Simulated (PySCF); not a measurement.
Computed shifts of a molecule C4H5Cl2F, PBE/pcSseg-1 (PySCF), GIAO, gas phase, equivalent atoms averaged, in ppm (number of nuclei): ¹³C: 171.4 (1), 103.4 (1), 94.1 (1), 52.3 (1). ¹⁹F: -89.4 (1). ¹H: 6.45 (1), 5.39 (1), 4.97 (1), 3.07 (1), 2.87 (1). References: ¹³C against TMS (σ = 182.0 ppm); ¹⁹F against CFCl3 (σ = 133.6 ppm); ³⁵Cl against HCl (σ = 936.5 ppm); ¹H against TMS (σ = 31.49 ppm), references at their B3LYP-D3(BJ)/def2-TZVP geometries, non-relativistic (without spin–orbit terms, shifts of atoms bonded to Cl or Br come out too high). Geometry: r2SCAN-D4/def2-SVP. The values are those of a single conformer.

Which structure fits?
A) C=C(F)CC(Cl)Cl
B) C=CCC(F)(Cl)Cl
C) C[C@@H]1[C@@H](F)C1(Cl)Cl
D) F[C@H]1CCC1(Cl)Cl

A, C=C(F)CC(Cl)Cl
